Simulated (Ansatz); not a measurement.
Reaction (redistribution): `[BH2][GeH2][Cl]` + `[AlH2]/[N]=C\S` → `S/C=[N]/[GeH2][Cl]` + `[BH2][AlH2]`

Gas-phase electronic energies from Ansatz, PBE0-D4/def2-TZVP geometries. CCSD(T)/CBS is the MP2 limit (def2-TZVPP, def2-QZVPP) plus CCSD(T) − MP2 in def2-TZVPP, frozen cores. This one scheme is used for every species. Double bonds are as drawn, so ΔE can hold a change between cis and trans. DFT in def2-TZVPP. For Ge outer-core shells are correlated without core-valence functions, which leaves a few kJ/mol of doubt a bond. Scalar relativity is left out up to krypton. One conformer a species, not always the lowest.

Problem. Is it downhill or uphill in electronic energy at CCSD(T)/CBS, and by how much? (An estimate is asked.)

Solution. The calculation gave: Uphill: ΔE = +102.3 kJ/mol.

Problem. What do these levels give: CAM-B3LYP-D4, PBE, r2SCAN, PBE0, MP2/def2-SVP, SCS-MP2/def2-TZVPP? (Estimate.)

Solution. The calculation gave: CAM-B3LYP-D4 107.4, PBE 103.2, r2SCAN 108.5, PBE0 102.3, MP2/def2-SVP 95.3, SCS-MP2/def2-TZVPP 100.1 kJ/mol.

Largest T1 diagnostic among the species: 0.015.

At CCSD(T), def2-SVP lies −8.3 kJ/mol from the extrapolated value and def2-TZVPP −3.9 kJ/mol. Leaving LDA and LC-ωPBE aside and taking each functional with its dispersion term where it has one, the values, not all of them listed here, spread over 10.2 kJ/mol, from revPBE-D4 to BLYP-D4. LDA lies +3.9 kJ/mol from PBE without D4.
